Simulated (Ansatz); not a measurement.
## K⁺ ··· SiH₄

The pair of K⁺ (SMILES [K+], atom 1) and SiH₄ (SMILES [SiH4], atoms 2–6), both closed shells, in one local arrangement (a lower one may exist), relaxed at PBE0-D4/def2-TZVP:

K1  (-0.089, -0.124, -3.244)
Si2  (0.019, 0.026, 0.692)
H3  (-0.071, -1.194, -0.173)
H4  (1.276, -0.012, 1.465)
H5  (-1.196, 0.126, 1.526)
H6  (0.060, 1.177, -0.266)
(Å)

Ansatz 0.2.0; basis: def2-TZVPPD, with def2-QZVPPD for the basis limit; cores frozen in the correlated methods. The outer core shell of Li, Na, Mg and K is correlated. The def2 sets are not built for correlating such inner shells, so the correlated values are less sure here. B3LYP uses VWN-RPA correlation. Extrapolation: Hartree–Fock as exp(−7.88 √X), correlation as X^−2.97. Interaction energies count from these two fragments, frozen as in the pair, with the counterpoise correction; negative means bound.

Task: What is the interaction energy by CCSD(T) at an estimated basis limit (MP2 extrapolated from triple and quadruple zeta, plus CCSD(T) − MP2 in triple zeta)? (An estimate is asked for; the value comes from the calculation.)

Result: Computed: -20.5 kJ/mol. Hartree–Fock alone gives -17.0 kJ/mol at the basis limit. It counts from the two fragments frozen as in the pair.

The same quantity by other methods in triple zeta, and each one's difference from that estimate:
```json
{"method": "PBE-D4", "E_int (kJ/mol)": "-29.2", "difference": "-8.7"}
{"method": "revPBE-D4", "E_int (kJ/mol)": "-33.8", "difference": "-13.2"}
{"method": "BLYP-D4", "E_int (kJ/mol)": "-35.1", "difference": "-14.6"}
{"method": "r2SCAN-D4", "E_int (kJ/mol)": "-21.7", "difference": "-1.1"}
{"method": "B97M-V", "E_int (kJ/mol)": "-20.6", "difference": "-0.1"}
{"method": "PBE0-D4", "E_int (kJ/mol)": "-27.5", "difference": "-7.0"}
{"method": "B3LYP-D4", "E_int (kJ/mol)": "-32.8", "difference": "-12.3"}
{"method": "HSE06-D4", "E_int (kJ/mol)": "-27.4", "difference": "-6.9"}
{"method": "wB97X-V", "E_int (kJ/mol)": "-20.7", "difference": "-0.1"}
{"method": "wB97M-V", "E_int (kJ/mol)": "-20.9", "difference": "-0.4"}
{"method": "B2PLYP", "E_int (kJ/mol)": "-19.0", "difference": "1.5"}
{"method": "HF", "E_int (kJ/mol)": "-16.8", "difference": "3.8"}
{"method": "MP2", "E_int (kJ/mol)": "-19.4", "difference": "1.2"}
{"method": "CCSD", "E_int (kJ/mol)": "-18.9", "difference": "1.6"}
{"method": "CCSD(T)", "E_int (kJ/mol)": "-19.2", "difference": "1.3"}
```
Differences are method less estimate.

Energy to bend the free fragments (PBE0-D4 minima) into their shapes in the pair, CCSD(T)/def2-TZVPPD: SiH₄ 2.3 kJ/mol. This must be added to the interaction energy to get the binding energy from relaxed fragments.

Basis-set superposition shift (counterpoise-corrected less uncorrected): CCSD(T) 1.4; MP2 1.3; HF 0.2; PBE0-D4 0.3; wB97M-V 0.3 kJ/mol.

The T1 diagnostic stays at or below 0.012.

For scale, one of the runs: CCSD(T)/def2-TZVPPD, 152 basis functions, launched by `ansatz run in.yaml --threads 2 --pin off --events-out ev --progress --plain --max-ram 5222MiB`. Time: 9 s of wall clock on 2 CPU threads of an Arm Neoverse V2; the host was shared. Peak host memory: 0.94 GiB.
